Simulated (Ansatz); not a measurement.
Coupled-cluster run, `F[SiH2]OC[SeH]`.

```yaml
crystal:
  periodic: [false, false, false]
  atoms:
    - {symbol: F, position_ang: [-2.023648, 0.875548, -0.716110]}
    - {symbol: Si, position_ang: [-0.557108, 0.623068, -1.294042]}
    - {symbol: O, position_ang: [0.103553, -0.682917, -0.564725]}
    - {symbol: C, position_ang: [0.159459, -0.969305, 0.796766]}
    - {symbol: Se, position_ang: [0.706625, 0.516469, 1.956553]}
    - {symbol: H, position_ang: [0.219347, 1.860167, -1.080326]}
    - {symbol: H, position_ang: [-0.662355, 0.250025, -2.717748]}
    - {symbol: H, position_ang: [0.858811, -1.789306, 0.946875]}
    - {symbol: H, position_ang: [-0.822291, -1.255551, 1.182112]}
    - {symbol: H, position_ang: [2.100705, 0.520602, 1.493446]}
basis:
  gaussian: {orbitals: def2-TZVPP}
correlation: {method: ccsd_t}
output: {orbitals: {seedname: orbitals}}
```

```sh
$ ansatz run in.yaml --threads 4 --pin off --events-out ev --progress --plain
```

Log, shortened:

```
Functional definition: HF
1550 factors; integrals over basis functions are off by at most 1.0e-3 eV
mean field evaluation 1: about -79019.8590 eV, gradient 4.0e1 eV
mean field evaluation 2: about -79020.1710 eV, gradient 4.0e1 eV
mean field evaluation 4: about -79023.5289 eV, gradient 3.7e0 eV
mean field evaluation 8: about -79023.5925 eV, gradient 3.6e-1 eV
mean field -79023.59298907 eV, -2904.0634782331 hartree, gradient 3.1e-6 eV, S^2 0.000000; 0 other end points of the search recorded, 0 dependent functions left out
17 core orbitals not correlated: weight in the atoms' cores, before any rotation towards them, 1.000 or more for the frozen orbitals, at most 0.000 for the correlated occupied ones
reference -79023.59298907 eV, -2904.0634782331 hartree; 21, 21 occupied and 215, 215 virtual orbitals, 1550 factors
second order -28.66103515 eV of doubles, -0.00000000 eV of singles
cycle   1  -28.67004115 eV  change   -9.0e-3 eV  update   1.1e-1
cycle   2  -29.36904460 eV  change   -7.0e-1 eV  update   3.3e-2
cycle   3  -29.50990630 eV  change   -1.4e-1 eV  update   1.6e-2
cycle   4  -29.49110169 eV  change    1.9e-2 eV  update   3.6e-3
cycle   5  -29.48997364 eV  change    1.1e-3 eV  update   1.7e-3
cycle   6  -29.49100982 eV  change   -1.0e-3 eV  update   5.3e-4
cycle   7  -29.49064401 eV  change    3.7e-4 eV  update   2.2e-4
cycle   8  -29.49054984 eV  change    9.4e-5 eV  update   6.4e-5
cycle   9  -29.49058653 eV  change   -3.7e-5 eV  update   2.6e-5
perturbative correction -1.04145926 eV, -0.0382729218 hartree
Total energy: -79054.12503486 eV, -2905.1855102206 hartree
```

Hardware: 4 threads of a server CPU on a shared host. Wall time 2.6 min, peak host memory 5.8 GiB.

Correlation energy per correlated electron: -0.727 eV. T1 diagnostic: 0.0110.
